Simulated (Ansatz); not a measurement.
```yaml
crystal:
  periodic: [false, false, false]
  atoms:
    - {symbol: Xx, position_ang: [-1.067399, 0.024728, 1.072379]}
    - {symbol: S, position_ang: [0.280213, 1.071869, 0.627280]}
    - {symbol: Si, position_ang: [0.998556, 0.085943, -1.005159]}
    - {symbol: Cl, position_ang: [1.685619, -1.875724, -0.521698]}
    - {symbol: Cl, position_ang: [-0.275855, -0.003691, -2.438197]}
    - {symbol: H, position_ang: [-1.709141, 0.095761, 0.243892]}
    - {symbol: H, position_ang: [-0.723207, -0.980072, 1.355482]}
    - {symbol: H, position_ang: [-1.536643, 0.455689, 1.959182]}
    - {symbol: H, position_ang: [2.309550, 0.804059, -1.392509]}
basis:
  gaussian: {orbitals: "6-31++G**"}
hamiltonian: {xc: {name: rPW86-PBE}}
output: {forces: true}
```

```sh
$ ansatz run in.yaml --threads 2 --pin off --events-out ev --progress --plain --max-ram 32768MiB --backend cpu
```

It prints (some lines left out):

```
Error: YAML parse error: error: line 4 column 16: `Xx` is not an element symbol (H … Og, case-exact)
 --> <input>:4:16
2 |   periodic: [false, false, false]
3 |   atoms:
4 |     - {symbol: Xx, position_ang: [-1.067399, 0.024728, 1.072379]}
5 |     - {symbol: S, position_ang: [0.280213, 1.071869, 0.627280]}
6 |     - {symbol: Si, position_ang: [0.998556, 0.085943, -1.005159]}
```

In this input an element symbol is wrong. The program refused the input.
